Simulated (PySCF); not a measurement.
CH2, charge +1, doublet, at a GFN2-xTB geometry (a state made from the parent by changing its charge; the spin is typed, not shown lowest). Base run: HF/def2-SV(P) (PySCF).

Input for PySCF:
```python
from pyscf import gto, scf

mol = gto.Mole()
mol.atom = '''
    C     0.000000    0.000000    0.000000
    H    -0.000000   -0.000000   -1.111947
    H     0.000000    0.000000    1.111947
'''
mol.basis = 'def2-sv(p)'
mol.charge = 1
mol.spin = 1
mol.verbose = 4
mol.build()

mf = scf.UHF(mol)
mf.kernel()
mf.analyze()
```

Variants of this job, named by their change:

| change | ΔE vs base (mEh) | SCF cycles | <S^2> |
|---|---|---|---|
| base | 0.000 | 9 | 0.763 |
| init_guess = atom | 0.000 | 9 | 0.763 |
| solver = newton | 0.000 | - | 0.763 |
| diis = off; damp = 0.3 (with mf.diis_start_cycle = 200; with mf.max_cycle = 150) | 0.000 | 25 | 0.763 |
| conv_tol_grad = 1e-7 | 0.000 | 11 | 0.763 |
| diis_space = 12 | 0.000 | 9 | 0.763 |
| init_guess = huckel | 0.000 | 8 | 0.763 |
| level_shift = 1.0 (with mf.max_cycle = 100) | 0.000 | 16 | 0.763 |
| diis_space = 2 | 0.000 | 12 | 0.763 |
| conv_tol = 1e-7 | 0.000 | 8 | 0.763 |
| conv_tol = 1e-11 | 0.000 | 10 | 0.763 |
| conv_tol_grad = 1e-3 | 0.000 | 9 | 0.763 |
| diis_space = 4 | 0.000 | 9 | 0.763 |

Open shells are given as the SCF converged; they aren't shown to be the lowest states, and a large step between rows can be another state.
